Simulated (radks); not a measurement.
Question: These are the eigenvalues of the occupied orbitals of an atom or ion with whole-number occupations (Ry). All-electron calculation, scalar-relativistic Kohn-Sham, PBE, spin-polarised, spherical densities, finite nucleus; Fermi nuclear charge, rms radius of each element as measured or else 0.836 A^(1/3) + 0.57 fm. Program: a radial shooting solver on a logarithmic mesh with Libxc functionals.

orbital  eigenvalue
1s up     -4508.486
1s down   -4508.463
2s up     -770.8062
2s down   -770.7931
2p up     -680.4409
2p down   -680.4210
3s up     -180.2312
3s down   -180.1449
3p up     -152.9799
3p down   -152.8911
3d up     -119.7628
3d down   -119.6914
4s up     -42.16096
4s down   -41.98611
4p up     -33.19482
4p down   -33.02077
4d up     -21.37903
4d down   -21.19763
5s up     -11.55063
5s down   -11.20828
5p up      -9.17755
4f up      -8.33389
4f down    -8.11509

Which element is it, and in what charge state? The configuration may be excited. Open shells, if any, are filled with parallel spins first.

Answer: Z = 70, ytterbium, charge +7: Yb7+ in [Kr] 4d10 4f12 5s2 5p3. The list shows which subshells hold electrons but not how many an open one holds; the 1s level, -2254.2 hartree, gives Z - s = 67.1 by -(Z - s)^2/2, which with screening and relativity narrows Z to a few neighbours, and the depths of the outer levels then fix element, charge and occupations together.
